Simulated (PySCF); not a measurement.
# Ce(IV) with more and more NH2

Computed with PySCF 2.14.0, PBE0, def2-SVP on the ligands, density fitting, scalar-relativistic core potentials, no spin-orbit coupling, vacuum. The metal has lcecp-2-SVP with ECP46. Each complex is relaxed within the symmetry of its template. Distances are means of the shortest metal–ligand contacts, charges and spins Mulliken's; removal energies are rigid, with the ligand's formal charge and no counterpoise, so too large; for an anion taken off a cation in vacuum most of it is the attraction of opposite charges, and multiply charged cations can part far more cheaply with an electron moved from ligand to metal. lcecp potentials hold a fixed number of 4f electrons in the core, out of states, spins and gaps.

**Question.** Order these by the metal–ligand distance, lowest first.
A. [Ce(NH2)2]2+
B. [Ce(NH2)3]+
C. Ce(NH2)4

**Answer.** A (2.037), B (2.121), C (2.201).

**Question.** What else do they give?

**Answer.** 
| complex | point group | M–NH2 (Å) | charge on M (e) | removal of one NH2 (eV) | strongest infrared band, degenerate modes summed (cm⁻¹) | unstable modes (below −25 cm⁻¹) |
| --- | --- | --- | --- | --- | --- | --- |
| [Ce(NH2)2]2+ | C2v | 2.037 | 1.78 | 25.76 | 3387 | 0 |
| [Ce(NH2)3]+ | C3v | 2.121 | 1.42 | 17.09 | 669 | 0 |
| Ce(NH2)4 | S4 | 2.201 | 1.21 | 10.76 | 566 | 0 |

The more ligands, the longer each bond and the weaker the last ligand is held.

Moved off a saddle point of the template and relaxed again: [Ce(NH2)2]2+, [Ce(NH2)3]+, Ce(NH2)4. One start shape was tried for each, so a minimum needn't be the lowest isomer.
